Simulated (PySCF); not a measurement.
Compound: [AgCl5]3- (charge -3 and doublet state).
SMILES: `[Cl][Ag-3]([Cl])([Cl])([Cl])[Cl]`

Method: PBE0-D3(BJ)/def2-SVP geometry optimisation, gas phase, def2 core potentials past Kr in PySCF.

Take the most abundant isotopes and a rigid rotor. 

Q: Give the principal moments of inertia and the rotational constants in GHz.

A: Ia = 846.44, Ib = 853.80, Ic = 863.93 u·Å²; 505379 MHz·u·Å²/I gives 597.1, 591.9 and 585.0 MHz, that is A = 0.5971, B = 0.5919, C = 0.5850 GHz.

Q: What kind of rotor is it?

A: An asymmetric top: κ = (2 × 591.9 − 597.1 − 585.0)/(597.1 − 585.0) ≈ 0.15.

Q: What does the inertial defect say?

A: Not planar: Δ = Ic − Ia − Ib = -836.31 u·Å². For a rigid frame Δ = −2 Σ m c², so Σ m c² = 418.16 u·Å² lies off the ab plane. The atom farthest from that plane is 2.81 Å away.

Q: List the rotational levels J(Ka,Kc) to J = 3 (MHz).

A: Above 0(0,0):
J = 1: 1(0,1) 1177, 1(1,1) 1182, 1(1,0) 1189
J = 2: 2(0,2) 3527, 2(1,2) 3529, 2(1,1) 3550, 2(2,1) 3565, 2(2,0) 3569
J = 3: 3(0,3) 7047, 3(1,3) 7047, 3(1,2) 7087, 3(2,2) 7096, 3(2,1) 7111, 3(3,1) 7141, 3(3,0) 7142
Those of J = 1 are B + C, A + C and A + B.

Q: Which lines would a microwave search look for?

A: The dipole components (about the centre of mass, as the species is charged) are |μa| = 0.00 D, |μb| = 0.04 D, |μc| = 0.32 D. Intensities carry the squares of the components, which stand as 0.00 : 0.01 : 1.00 (a : b : c). Some lines, for components of 0.1 D or more:

```tsv
type	branch	J(Ka,Kc)	MHz	lower level (cm⁻¹)
c	R	1(1,0) ← 0(0,0)	1189	0.000
c	R	2(1,1) ← 1(0,1)	2373	0.039
c	R	2(2,0) ← 1(1,0)	2380	0.040
c	R	2(2,1) ← 1(1,1)	2383	0.039
```

For this open shell read J as N, the rotation without spin; fine and hyperfine splittings come on top. No PBE0-D3(BJ)/def2-SVP frequencies stand behind this structure, so it isn't proved a minimum. ⟨S²⟩ = 0.753 (exact for a doublet: 0.75). Whether so highly charged an anion holds all its electrons in the gas phase wasn't checked; a finite basis holds them in any case. The ion is multiply charged and computed without counter-ions or solvent. The geometry's basis has no diffuse functions, a weakness for an anion. These are rigid-rotor constants of the computed structure; measured ground-state constants (B0) also hold zero-point vibration. Quadrupole hyperfine structure (35Cl) is left out.

Caution for open-shell metal species: one SCF solution and one stationary point were followed, and a lower state or a bent or distorted shape isn't ruled out.
